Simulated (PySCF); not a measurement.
Job file and geometry (Å, from GFN2-xTB) of an NMR shielding run on SMILES C([C@H](C#C)[Si@@H](N)NC)C, C$_{6}$H$_{14}$N$_{2}$Si, PySCF, GIAO PBE0/pcSseg-1 NMR shielding, non-relativistic, gas phase; density fitting, a coarse starting grid and PySCF grid level 2 are the driver's defaults:

```
$ OMP_NUM_THREADS=1 python probes_run.py task.json out

{"job": {"kind": "nmr", "xc": "PBE0", "basis": "pcSseg-1"}, "charge": 0, "multiplicity": 1}
C     -2.388592    -1.313311     2.077574
C     -1.719808    -1.125416     1.101830
C     -0.904601    -0.884874    -0.062952
C     -1.668058    -0.044418    -1.090752
C     -1.989758     1.354077    -0.585180
Si     0.758560    -0.141931     0.507853
N      1.536825    -1.467049     1.309807
N      1.610307     0.415555    -0.876992
C      2.934195     0.976815    -0.780442
H     -2.984895    -1.485449     2.923237
H     -0.697251    -1.862331    -0.514193
H     -2.602030    -0.556892    -1.344281
H     -1.069667     0.029111    -2.001477
H     -2.504728     1.296171     0.371211
H     -1.075953     1.926908    -0.453145
H     -2.629431     1.877591    -1.293133
H      0.599528     1.049569     1.356170
H      0.998006    -2.016943     1.960057
H      2.467890    -1.333952     1.670987
H      1.481813    -0.072874    -1.749726
H      3.716404     0.209530    -0.748168
H      2.996187     1.562215     0.134024
H      3.130304     1.634882    -1.629293
```

Question: Write the output of this run.

Answer: 
```
coarse grid: 18944 points
cycle   1  E = -635.3019548958  dE =  9.709e-01  |g| = 6.517e-01  |ddm| = 4.342e+00
cycle   2  E = -635.2719466541  dE =  3.001e-02  |g| = 7.613e-01  |ddm| = 1.407e+00
cycle   3  E = -635.4009500996  dE = -1.290e-01  |g| = 8.217e-02  |ddm| = 8.080e-01
cycle   4  E = -635.4022226262  dE = -1.273e-03  |g| = 3.128e-02  |ddm| = 1.067e-01
cycle   5  E = -635.4024140417  dE = -1.914e-04  |g| = 1.394e-02  |ddm| = 3.393e-02
cycle   6  E = -635.4024547972  dE = -4.076e-05  |g| = 5.718e-03  |ddm| = 1.357e-02
cycle   7  E = -635.4024626735  dE = -7.876e-06  |g| = 7.017e-04  |ddm| = 5.116e-03
final grid: 176368 points
cycle   8  E = -635.4517434735  dE = -5.405e-05  |g| = 1.067e-02  |ddm| = 5.259e-02
cycle   9  E = -635.4517298148  dE =  1.366e-05  |g| = 1.324e-02  |ddm| = 2.158e-02
cycle  10  E = -635.4517699196  dE = -4.010e-05  |g| = 2.105e-03  |ddm| = 1.206e-02
cycle  11  E = -635.4517709378  dE = -1.018e-06  |g| = 5.491e-04  |ddm| = 1.781e-03
cycle  12  E = -635.4517710048  dE = -6.699e-08  |g| = 1.763e-04  |ddm| = 5.461e-04
cycle  13  E = -635.4517710118  dE = -6.977e-09  |g| = 3.394e-05  |ddm| = 1.840e-04
cycle  14  E = -635.4517710120  dE = -2.283e-10  |g| = 1.004e-05  |ddm| = 4.872e-05
converged SCF energy = -635.4517710120

GIAO shielding tensors (ppm)
atom      isotropic    diamagn.    paramagn.     s11        s22        s33       span
  0 C      111.873     259.236    -147.363     35.865     47.462    252.292    216.428
  1 C       95.513     264.017    -168.503     -9.484      2.328    293.696    303.180
  2 C      166.658     251.498     -84.839    157.604    164.734    177.638     20.034
  3 C      159.940     246.382     -86.442    151.619    157.494    170.707     19.088
  4 C      173.202     249.056     -75.854    162.608    172.088    184.910     22.302
  5 Si     373.036     881.490    -508.454    346.194    370.247    402.666     56.471
  6 N      242.611     318.646     -76.034    222.784    243.092    261.957     39.173
  7 N      238.615     326.979     -88.364    215.408    223.716    276.720     61.313
  8 C      156.129     240.405     -84.276    132.314    148.923    187.149     54.836
  9 H       30.287      35.162      -4.875     24.713     25.057     41.093     16.380
 10 H       29.657      31.340      -1.683     26.152     28.087     34.732      8.580
 11 H       29.959      30.168      -0.209     24.814     28.378     36.685     11.872
 12 H       30.162      32.582      -2.420     26.021     29.064     35.400      9.379
 13 H       30.151      30.713      -0.562     25.236     30.489     34.727      9.492
 14 H       30.604      31.675      -1.071     25.376     30.889     35.545     10.169
 15 H       30.801      28.614       2.187     26.152     27.468     38.783     12.632
 16 H       26.550      32.092      -5.542     23.960     25.297     30.394      6.434
 17 H       30.780      32.004      -1.223     22.669     28.708     40.965     18.296
 18 H       31.141      30.698       0.443     23.620     27.762     42.041     18.421
 19 H       31.587      35.799      -4.212     22.210     31.960     40.589     18.379
 20 H       28.796      26.679       2.117     22.982     26.985     36.421     13.438
 21 H       29.190      28.356       0.835     25.271     27.266     35.034      9.763
 22 H       28.740      26.734       2.006     23.102     26.595     36.522     13.420
```

Question: Turn these shieldings into chemical shifts. δ = σ(ref) − σ, references computed at the same level: ¹³C (186.93 ppm), ²⁹Si (349.16 ppm), ¹H (31.72 ppm) vs TMS; ¹⁵N (267.73 ppm) against NH3.

Answer: Averaging equivalent atoms: C 1: 91.4; C 0: 75.1; C 8: 30.8; C 3: 27.0; C 2: 20.3; C 4: 13.7; Si 5: -23.9; N 7: 29.1; N 6: 25.1; H 16: 5.17; H 20/21/22: 2.81; H 10: 2.06; H 11: 1.76; H 12: 1.56; H 9: 1.43; H 13/14/15: 1.20; H 17/18: 0.76; H 19: 0.13 ppm. Experimental scales use liquid or dissolved standards, which lie at an offset from isolated NH3 (liquid NH3: subtract about 20 ppm).

Size and cost of the density-fitted run: 230 basis functions, 95 s wall time on 1 thread of an Arm Neoverse N1, shared host; peak memory 1.1 GiB.
